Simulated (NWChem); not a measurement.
System: SiF2, singlet; SMILES F[Si]F

Here is an NWChem input.

```
start job
memory heap 200 mb stack 900 mb global 1100 mb
geometry units angstroms noautosym nocenter noautoz
  Si     0.000000     0.000000     0.583705
  F      1.265861     0.000000    -0.466400
  F     -1.265861     0.000000    -0.466400
end
basis spherical
  * library aug-cc-pvdz
end
dft
  xc b3lyp
  iterations 150
end
property
  response 1 0.0773
end
task dft property
```

Low-valent species are run as closed-shell singlets; no triplet was tried in these runs. Structure relaxed at the PBE-D3(BJ)/def2-SVP level.

Field at 589 nm.

Question: What results follow from this input? (B3LYP/aug-cc-pVDZ.) Quantities: isotropic polarisability (bohr³); anisotropy (bohr³).

Answer: 
* **isotropic polarisability (bohr³)**: 30.6
* **anisotropy (bohr³)**: 2.3
